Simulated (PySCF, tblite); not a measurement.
Bond stretch in HF (cation, charge +1), doublet.

- GFN2-xTB, 300 K electronic temperature (tblite)
- UCCSD(T) = CCSD(T) on UHF/cc-pVTZ, 1 core orbital frozen (PySCF)

Energies relative to the lowest point of each curve near equilibrium, in kJ/mol; the last columns give the difference from UCCSD(T):

```
R / Å  GFN2-xTB  UCCSD(T)  GFN2-xTB − UCCSD(T)
-----  --------  --------  -------------------
0.76      200.8     188.3                 12.4
0.80      125.0     116.4                  8.6
0.86       55.6      48.4                  7.1
0.90       29.1      22.3                  6.7
0.96        7.9       3.1                  4.8
0.98        4.3       0.7                  3.5
1.01        1.1       0.0                  1.1
1.04        0.0       2.1                 -2.1
1.08        0.9       8.4                 -7.5
1.10        2.1      12.7                -10.6
1.18       10.1      35.2                -25.1
1.26       21.1      62.6                -41.5
1.37       38.9     102.7                -63.8
1.52       65.2     155.3                -90.1
1.65       87.4     195.9               -108.5
1.83      114.5     242.6               -128.1
2.01      136.0     278.1               -142.1
2.20      152.9     305.1               -152.2
2.49      169.4     330.4               -161.0
2.71      176.2     341.0               -164.8
3.03          —     349.5                    —
3.50          —     354.8                    —
4.01          —     357.1                    —
```

GFN2-xTB is furthest from UCCSD(T) at 2.71 (-164.8 kJ/mol, below); its mean absolute difference over the points is 57.1 kJ/mol.

Dashes: no converged value, or the column stops at the first point that the program doubted or that broke a chosen test of continuity, which isn't proof of a fault.
